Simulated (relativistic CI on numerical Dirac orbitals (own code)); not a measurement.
Nd2+: 5s photoemission

Computed with this model: Dirac-Coulomb-Breit CI, KLI orbitals optimised for each configuration, model QED, valence Slater integrals scaled by 0.8, multiplet model of photoemission in the sudden approximation; configurations [Xe] 4f4 → [Kr] 4d10 4f4 5s 5p6; 300 K; Lorentzian 2.1 eV and Gaussian 0.6 eV FWHM. Energies are those of the free ion, without screening or charge transfer. The energies are binding energies and can lie tens of eV above those of solids. Without intra-shell correlation the exchange splitting of an s hole comes out too large, often by half or more. S is read from ⟨S²⟩ = S(S + 1).

free ion: ground-state S = 1.98, centroid 61.53 eV. Peaks (eV, height): 60.6 (100), 62.8 (74).

Strongest unbroadened transitions for free ion:

```csv
Energy (eV),Relative strength
60.56,0.4
60.60,100.0
60.68,0.4
60.70,38.4
62.63,0.0
62.77,0.0
62.83,0.1
62.90,0.0
62.91,16.5
62.97,65.4
63.03,0.3
63.11,0.1
63.25,4.7
63.29,0.0
63.70,0.0
64.17,0.0
64.56,0.1
```
